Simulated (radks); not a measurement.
Results of a calculation; reference values are marked as such.
Neutral potassium inside a hard spherical wall (all orbitals vanish at R), configuration held at [Ar] 4s1 and not refilled when levels cross. Code: a radial shooting solver on a logarithmic mesh with Libxc functionals. Model: scalar-relativistic Kohn-Sham, PBEsol, spin-unpolarised, spherical densities, finite nucleus; Fermi nuclear charge, rms radius 3.4349 fm. Eigenvalues in eV, with the zero of energy where the potential of the charges vanishes at infinity; a dash marks a level that is unbound or too diffuse for the functional's potential to be trusted. A positive occupied level is held by the wall or, in an anion where self-interaction has pushed it up, behind a barrier. The pressure on the wall is -dE/dV.

| R (bohr) | E (hartree) | kinetic (hartree) | e(2p) | e(3s) | e(3p) | e(4s) | e(4p, empty) | e(5s, empty) | pressure (GPa) |
|---|---|---|---|---|---|---|---|---|---|
| free | -601.28378 | 604.793 | -279.90 | -35.267 | -18.797 | -2.301 | -0.795 | - | 0 |
| 15 | -601.28365 | 604.794 | -279.88 | -35.248 | -18.778 | -2.289 | -0.738 | 0.682 | 0.000987 |
| 12 | -601.28259 | 604.802 | -279.78 | -35.148 | -18.680 | -2.214 | -0.546 | 1.788 | 0.0141 |
| 8 | -601.26327 | 604.885 | -279.00 | -34.390 | -17.936 | -1.354 | 1.018 | 7.659 | 0.527 |
| 7 | -601.24214 | 604.956 | -278.52 | -33.934 | -17.493 | -0.573 | 2.266 | 11.724 | 1.43 |
| 5 | -601.08989 | 605.423 | -276.55 | -32.192 | -15.817 | 4.276 | 9.147 | 32.030 | 15.6 |
| 2 | -591.30605 | 635.272 | -222.49 | 8.473 | 28.440 | 158.52 | 170.89 | 396.65 | 11800 |
